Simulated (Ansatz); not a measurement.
`O[SiH2]C[SiH2]O` + `O[SiH2]S` → `O[SiH2]O[SiH2]S` + `C[SiH2]O`  (ligand exchange at the Si–C bond)

Program: Ansatz. Geometries: PBE0-D4/def2-TZVP. ΔE: electronic, gas phase. CCSD(T)/CBS adds triple-zeta CCSD(T) − MP2 to the extrapolated MP2 energy (def2 sets, frozen cores). This one scheme is used for every species. DFT in def2-TZVPP. B3LYP here is the variant with VWN-RPA as its local correlation; programs differ in this. One conformer a species, not always the lowest.

`O[SiH2]C[SiH2]O`:

```xyz
13

O    -2.001   -0.116    0.929
Si   -1.413   -0.744   -0.471
C     0.043    0.270   -1.080
Si    1.436    0.351    0.139
O     0.720    0.602    1.622
H    -1.307    0.175    1.533
H    -0.951   -2.152   -0.304
H    -2.529   -0.725   -1.450
H    -0.304    1.283   -1.309
H     0.421   -0.168   -2.011
H     2.200   -0.927    0.158
H     2.394    1.455   -0.143
H     1.292    0.695    2.386
```

`O[SiH2]S`:

Z-matrix (Å, degrees):
```
Si
S 1 2.133
O 1 1.642 2 113.5
H 1 1.478 2 111.7 3 117.8
H 1 1.484 2 102.9 3 -122.0
H 2 1.344 1 94.6 3 -65.2
H 3 0.959 1 117.2 2 -51.2
```

`O[SiH2]O[SiH2]S`:

Cartesian coordinates in Å:
```
O -0.605 -0.902 -1.813
Si 0.547 0.228 -1.547
O 0.340 0.973 -0.097
Si 0.141 0.586 1.472
S -0.806 -1.321 1.719
H -0.664 -1.611 -1.167
H 1.903 -0.378 -1.548
H 0.392 1.241 -2.609
H -0.680 1.641 2.104
H 1.451 0.425 2.146
H -2.019 -0.883 1.340
```

`C[SiH2]O`:

```xyz
9

C     0.694    0.652   -0.686
Si   -0.366   -0.075    0.664
O    -1.363   -1.271    0.114
H     1.304    1.468   -0.289
H     0.077    1.049   -1.495
H     1.372   -0.095   -1.108
H    -1.275    0.955    1.224
H     0.520   -0.593    1.747
H    -0.961   -2.092   -0.170
```

| level | ΔE (kcal/mol) | difference from CCSD(T)/CBS |
| --- | --- | --- |
| PBE-D4 | -22.6 | 3.2 |
| r2SCAN-D4 | -25.3 | 0.5 |
| B3LYP-D4 | -26.5 | -0.7 |
| B2PLYP | -26.8 | -1.0 |
| PBE | -22.8 | 3.0 |
| PBE0 | -23.8 | 2.0 |
| B3LYP | -26.8 | -1.0 |
| SCS-MP2/def2-QZVPP | -27.1 | -1.3 |
| HF/CBS(def2) | -31.5 | -5.7 |
| MP2/CBS(def2) | -25.9 | -0.1 |
| CCSD(T)/CBS | -25.8 | 0 |

Largest T1 diagnostic among the species: 0.012.

From PBE to PBE0 (25 % exact exchange), in def2-TZVPP and without D4, ΔE moves by −1.0 kcal/mol. In def2-TZVPP, CCSD(T) changes the Hartree–Fock value by +5.3 kcal/mol (the triples alone add +0.7 kcal/mol) and MP2 by +5.2 kcal/mol.
